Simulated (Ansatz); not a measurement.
```yaml
crystal:
  periodic: [false, false, false]
  atoms:
    - {symbol: C, position_ang: [-0.316696, 1.171483, -1.738181]}
    - {symbol: O, position_ang: [-0.400580, 0.632122, -0.962020]}
    - {symbol: Hf, position_ang: [-0.408856, -0.347971, -0.206331]}
    - {symbol: C, position_ang: [-1.530333, 0.185236, 0.818118]}
    - {symbol: N, position_ang: [-1.142259, -1.255587, -0.688557]}
    - {symbol: C, position_ang: [0.391836, -1.407627, 0.975154]}
    - {symbol: C, position_ang: [0.867807, -1.281062, 0.098066]}
    - {symbol: C, position_ang: [1.255767, -0.528214, -0.107329]}
    - {symbol: C, position_ang: [0.878495, 0.028658, 0.616367]}
    - {symbol: Si, position_ang: [1.186922, 1.093102, 0.672418]}
    - {symbol: C, position_ang: [0.486004, -0.476949, 1.283246]}
    - {symbol: H, position_ang: [0.409351, 1.612233, -1.458407]}
    - {symbol: H, position_ang: [-0.459900, 1.148423, -2.108070]}
    - {symbol: H, position_ang: [-0.666114, 1.677073, -1.345947]}
    - {symbol: H, position_ang: [-2.174108, 0.333152, 0.374036]}
    - {symbol: H, position_ang: [-1.475659, -0.279676, 1.174536]}
    - {symbol: H, position_ang: [-1.106445, 0.737524, 0.993882]}
    - {symbol: H, position_ang: [-1.611241, -1.188732, -1.328047]}
    - {symbol: H, position_ang: [-0.923474, -2.153820, -0.664334]}
    - {symbol: H, position_ang: [0.005815, -1.675304, 1.327813]}
    - {symbol: H, position_ang: [0.913739, -1.816049, -0.309763]}
    - {symbol: H, position_ang: [1.655788, -0.453448, -0.729071]}
    - {symbol: H, position_ang: [0.591089, 1.607373, 0.838149]}
    - {symbol: H, position_ang: [2.169413, 1.408776, 1.343719]}
    - {symbol: H, position_ang: [1.458510, 1.577028, -0.271842]}
    - {symbol: H, position_ang: [0.161147, -0.191069, 1.642663]}
basis:
  gaussian: {orbitals: x2c-TZVPPall}
hamiltonian: {xc: {name: CAM-B3LYP}}
accuracy: high
```

```sh
$ ansatz run in.yaml --threads 4 --pin off --events-out ev --progress --plain --max-ram 66560MiB --backend cuda --devices 0, --max-vram 37GiB
```

Output, abridged:

```
Functional definition: CAM-B3LYP
9812 factors; integrals over basis functions are off by at most 4.6e-8 eV
829 factors; integrals over basis functions are off by at most 4.3e-9 eV
mean field evaluation 1: about -428884.9219 eV, gradient 3.0e2 eV
mean field evaluation 2: about -427618.6438 eV, gradient 7.5e2 eV
mean field evaluation 4: about -428999.1727 eV, gradient 1.3e2 eV
mean field evaluation 8: about -429009.1228 eV, gradient 1.0e0 eV
mean field evaluation 16: about -429009.8567 eV, gradient 1.2e-2 eV
mean field evaluation 32: about -429009.8567 eV, gradient 1.3e-6 eV
mean field -429009.85669671 eV, -15765.8214402789 hartree, gradient 7.3e-8 eV, S^2 0.000000; 0 other end points of the search recorded, 0 dependent functions left out
reference -429009.85671926 eV, -15765.8214411077 hartree; 79, 79 occupied and 549, 549 virtual orbitals, 9812 factors
Total energy: -429009.85671926 eV, -15765.8214411077 hartree
Relativity: scalar
```

In this input the geometry is squeezed to about two thirds of its size. The calculation finished and met its thresholds. The result belongs to that input, not to the molecule as meant.
